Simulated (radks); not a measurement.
Problem. The table gives one normalised radial function P(r) = r R(r) of Te in [Kr] 4d10 5s2 5p4 (r in bohr). All-electron calculation, scalar-relativistic Kohn-Sham, LDA (Slater exchange, VWN5 correlation), spin-polarised, spherical densities, finite nucleus; open shells are filled with parallel spins first (spin-orbit coupling, left out, can overturn this in heavy ions); Fermi nuclear charge, rms radius 4.7423 fm; hard spherical wall at 8 bohr. Program: a radial shooting solver on a logarithmic mesh with Libxc functionals.

r,P
0.00262,0.0211
0.003495,0.0262
0.004661,0.0320
0.006216,0.0380
0.008291,0.0436
0.01097,0.0473
0.01463,0.0474
0.01952,0.0411
0.02603,0.0257
0.03472,-0.0003
0.04593,-0.0331
0.06126,-0.0652
0.08171,-0.0779
0.109,-0.0520
0.1454,0.0157
0.1923,0.0905
0.2565,0.1125
0.3421,0.0327
0.4563,-0.1066
0.6086,-0.1737
0.8118,-0.0694
1.074,0.1403
1.433,0.2927
1.911,0.2397
2.548,-0.0207
3.399,-0.3570
4.497,-0.5660
5.998,-0.4691
8,0.0000

Which n and l does it have? It may be an empty orbital.

Solution. n = 6, l = 0: the number of nodes gives n - l - 1 = 5, the rise at small r (about r^(l+1), flatter next to the nucleus through relativity) gives l, and the extent must fit the shell. The curve is that of 6s down; the table hardly tells the two spins apart. 6s down (empty): eigenvalue 1.409 eV, 5 radial nodes at r = 0.0346, 0.137, 0.367, 0.896, 2.50 bohr, <r> = 4.72 bohr, 90 % of the charge inside 6.32 bohr.
